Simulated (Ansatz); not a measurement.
Cs4F3, relaxed as a doublet with UKS PBE-D4/def2-SVP in Ansatz, starting from the GFN1-xTB geometry. Force threshold 0.02 eV/Å.

In the def2 sets Cs takes a core potential; there is no spin–orbit coupling. The structure comes from a short search, and lower isomers may exist.

Start:

```xyz
7

Cs    1.295    1.877   -0.818
Cs    1.333   -1.495    1.659
Cs   -2.288    0.396    0.985
Cs   -0.898   -1.138   -2.672
F     2.559    0.474    0.742
F    -0.877    1.220   -2.088
F    -1.124   -1.333    2.194
```

```
         step  energy (eV)  largest force component (eV/Å)  SCF passes
            1  -10336.9704                           1.419          20
            2  -10337.6221                           0.487          23
            3  -10337.8753                           0.326          23
            4  -10338.0458                           0.251          25
            5  -10338.1297                           0.118          24
            6  -10338.1556                           0.035          20
            7  -10338.1629                           0.017          20
            8  -10338.1656                           0.065          20
            9  -10338.1672                           0.063          19
           10  -10338.1719                           0.050          20
           11  -10338.1760                           0.056          20
           12  -10338.1774                           0.064          20
           13  -10338.1855                           0.083          20
           14  -10338.1899                           0.099          20
           15  -10338.1934                           0.105          19
           16  -10338.1971                           0.101          19
           17  -10338.2005                           0.100          20
           18  -10338.2034                           0.086          19
           19  -10338.2055                           0.063          20
20 (rejected)  -10338.1987                           0.125          25
           21  -10338.2074                           0.058          19
           22  -10338.2094                           0.017          18
           23  -10338.2096                           0.011          18
           24  -10338.2097                           0.006          18
```

Force components are those of the run's own axes.

End:

```xyz
7

Cs    1.7899    0.9934   -1.3960
Cs    1.6531   -0.5700    3.2724
Cs   -2.3207   -0.7886    0.3704
Cs   -2.0353    0.6693   -4.0622
F     2.5712    0.4021    1.0182
F    -0.8497    0.2907   -1.6830
F    -0.8085   -0.9968    2.4803
```

Bonds lost: Cs2–Cs4 (atoms count from 1). The end is the same structure that another start reached.

The force fell under the threshold at step 7, but the optimiser went on and released 0.047 eV more. No frequencies were taken in this run, so the end may be a saddle point.

Hardware: 4 threads of Arm Neoverse V2 on a shared host. Wall time 82 s.
